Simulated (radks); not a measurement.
Q: The mean radii <r> (bohr) of the occupied orbitals of an atom or ion are listed with their occupations. Calculated with a radial shooting solver on a logarithmic mesh with Libxc functionals: Dirac Kohn-Sham, PBE, spin-unpolarised, spherical densities, finite nucleus; Fermi nuclear charge, rms radius of each element as measured or else 0.836 A^(1/3) + 0.57 fm.

orbital  occ.      <r>
1s1/2       2  0.02971
2s1/2       2   0.1281
2p1/2       2   0.1085
2p3/2       4   0.1137
3s1/2       2   0.3483
3p1/2       2   0.3394
3p3/2       4   0.3505
3d3/2       4   0.3223
3d5/2       6   0.3258
4s1/2       2   0.8481
4p1/2       2   0.9013
4p3/2       4   0.9317
4d3/2       4    1.173
4d5/2       6    1.190
5s1/2       2    2.616
5p1/2       1    3.636

Name the element and its charge. Open shells, if any, fill j = l - 1/2 first.

A: Z = 49, indium, charge 0: In in [Kr] 4d10 5s2 5p1. The 1s radius gives Z: for a bare nucleus <r> = (2 gamma + 1)/(2Z) with gamma = sqrt(1 - (Z/c)^2), 0.02926 bohr for Z = 49, and screening makes it slightly larger (0.02971 here). The occupations add up to 49, and the charge is Z minus that.
